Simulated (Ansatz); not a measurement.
Calculated with Ansatz (gas phase, PBE0-D4/def2-TZVP geometries, no zero-point term in ΔE). CCSD(T)/CBS adds triple-zeta CCSD(T) − MP2 to the extrapolated MP2 energy (def2 sets, frozen cores). This one scheme is used for every species. DFT in def2-TZVPP. Elements past krypton have def2 core potentials. For Sn outer-core shells are correlated without core-valence functions, which leaves a few kJ/mol of doubt a bond. Each species was taken in one conformer, which may not be the lowest.

Reaction (ligand exchange at the Sn–O bond): `[F][Sn][O][SiH3]` + NH₃ → `[NH2][Sn][F]` + `O[SiH3]`

`[F][Sn][O][SiH3]`:

Cartesian coordinates in Å:
```
F -2.608 -0.179 0.176
Sn -1.715 -1.630 -0.760
O 0.094 -0.907 -0.536
Si 0.865 0.380 0.128
H 0.414 1.654 -0.495
H 0.624 0.453 1.594
H 2.326 0.229 -0.107
```

NH₃:

Z-matrix (Å, degrees):
```
N
H 1 1.013
H 1 1.013 2 107.1
H 1 1.013 2 107.1 3 -114.5
```

`[NH2][Sn][F]`:

```xyz
5

N    -0.169    0.397    0.566
Sn    1.304   -0.513   -0.443
F     0.060   -1.176   -1.792
H    -0.067    0.932    1.415
H    -1.128    0.360    0.254
```

`O[SiH3]`:

Z-matrix (Å, degrees):
```
Si
O 1 1.648
H 1 1.489 2 111.7
H 1 1.489 2 111.7 3 120.9
H 1 1.481 2 105.9 3 -119.6
H 2 0.957 1 117.9 3 -60.5
```

```tsv
level	ΔE (kJ/mol)
r2SCAN0-D4	46.8
PBE0	43.5
```

Problem. What does CCSD(T)/CBS give? (An estimate is asked.)

Solution. Ansatz gave: +51.7 kJ/mol. The listed levels differ from it by -4.9, -8.2 kJ/mol.

Largest T1 diagnostic among the species: 0.017.

Leaving LDA and LC-ωPBE aside and taking each functional with its dispersion term where it has one, the values, not all of them listed here, spread over 9.5 kJ/mol, from HSE06-D4 to B97M-V. LDA lies −6.4 kJ/mol from PBE without D4. At CCSD(T), def2-SVP lies +5.2 kJ/mol from the extrapolated value and def2-TZVPP −2.3 kJ/mol. The D4 term adds +4.6 kJ/mol with B3LYP and +2.7 kJ/mol with PBE0; it sums over pairs of atoms, weighted by their polarisabilities, and B3LYP, whose exchange is more repulsive, gets the larger term.

B3LYP here is the variant with VWN-RPA as its local correlation; programs differ in this.
